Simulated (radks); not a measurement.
Results of a calculation; reference values are marked as such.
Q: Ionisation of the silver ion Ag+, [Kr] 4d10, to [Kr] 4d9 as the strength of local exchange is varied. Code: a radial shooting solver on a logarithmic mesh with Libxc functionals. Model: Dirac Kohn-Sham, Slater X-alpha exchange (alpha = 2/3 is LDA exchange), no correlation, spin-unpolarised, spherical densities, finite nucleus; Fermi nuclear charge, rms radius 4.5454 fm.

| alpha | E(Ag+) (hartree) | exchange (hartree) | IE (eV) | -e of the level emptied (eV) | <r> of it (bohr) |
|---|---|---|---|---|---|
| 0.631 | -5300.03622 | -132.11572 | 20.023 | 13.734 (4d5/2) | 1.421 |
| 0.667 | -5307.57923 | -139.85707 | 20.650 | 14.283 (4d5/2) | 1.409 |
| 0.723 | -5319.33465 | -151.94271 | 21.648 | 15.163 (4d5/2) | 1.391 |
| 0.878 | -5352.01062 | -185.66967 | 24.562 | 17.761 (4d5/2) | 1.343 |
| 1.025 | -5383.18787 | -218.02873 | 27.528 | 20.442 (4d5/2) | 1.302 |
| 1.026 | -5383.40059 | -218.25010 | 27.549 | 20.461 (4d5/2) | 1.302 |
| ? | -5335.54179 | -168.64684 | 23.069 | 16.424 (4d5/2) | 1.366 |

Which alpha was used in the last row?

A: alpha = 0.8. NIST Atomic Spectra Database: 21.484 eV (measured). The Delta-SCF value meets it near alpha = 0.71. Spin polarisation and multiplet splitting are left out, so open shells lie too high by an amount that depends on their filling.

Beside tabulated values, note that spin-unpolarised runs miss the spin-polarisation part of the exchange energy of open shells.
